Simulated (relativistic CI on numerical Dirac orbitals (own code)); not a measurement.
# Sb: q coefficients and field-shift factors

These numbers are calculated, not measured: Dirac-Coulomb-Breit CI, orbitals from a KLI potential per configuration, valence Slater integrals scaled by 0.85, P86 correlation energy added to each configuration, derivatives by finite differences, QED left out (own radial code, finite nucleus).

CI space (outside the closed core [Kr] 4d10): 5s2 5p3, 5s2 5p2 6s, 5s2 5p2 5d, 5s 5p4, 5s2 5p2 6p, 5s2 5p2 6d, 5s2 5p 5d2, 5s2 5p2 4f. Levels of other configurations are missing.

With x = (α/α₀)² − 1 an excitation energy changes as ω = ω₀ + qx; K = 2q/ω₀ is the relative enhancement. Terms are leading LS components, so labels can repeat. The field-shift factor is F = δν/δ⟨r²⟩ for the transition from the lowest level.

Lowest level 5s2 5p3 4S°_3/2.

```csv
Level,ω₀ (cm⁻¹),q (cm⁻¹),K,F (GHz/fm²)
5s2 5p3 2D°_3/2,10027.5,-1023,-0.204,0.147
5s2 5p3 2D°_5/2,11364.7,1187,0.209,0.0938
5s2 5p3 2P°_1/2,17866.5,1087,0.122,0.182
5s2 5p3 2P°_3/2,19995.5,4870,0.487,0.0829
5s2 5p2 6s 4P_1/2,45054.2,-5864,-0.26,3.14
5s2 5p2 6s 4P_3/2,47662.6,-2073,-0.087,3.07
5s2 5p2 6s 2P_1/2,49015.4,-2133,-0.087,2.81
5s2 5p2 6s 4P_5/2,50202.3,-55.18,-0.0022,2.96
5s2 5p2 6s 2P_3/2,51608.2,-578.4,-0.0224,2.76
5s2 5p2 6p 4D°_1/2,53076.6,-5617,-0.212,2.18
5s2 5p2 6p 4D°_3/2,53803.2,-5173,-0.192,2.16
5s2 5p2 5d 4P_5/2,54524.0,217.9,0.00799,-1.94
5s2 5p2 5d 4F_3/2,55418.2,-3669,-0.132,1.44
```

Correlation outside the listed configurations is missing or only estimated: errors of thousands of cm⁻¹ between configurations and terms are usual at this charge. Rates and lifetimes follow the computed energies and can be off by large factors. The fine structure of a lone outer electron comes out too small, for d and f at times inverted, and misplaced configurations move strength between like terms.
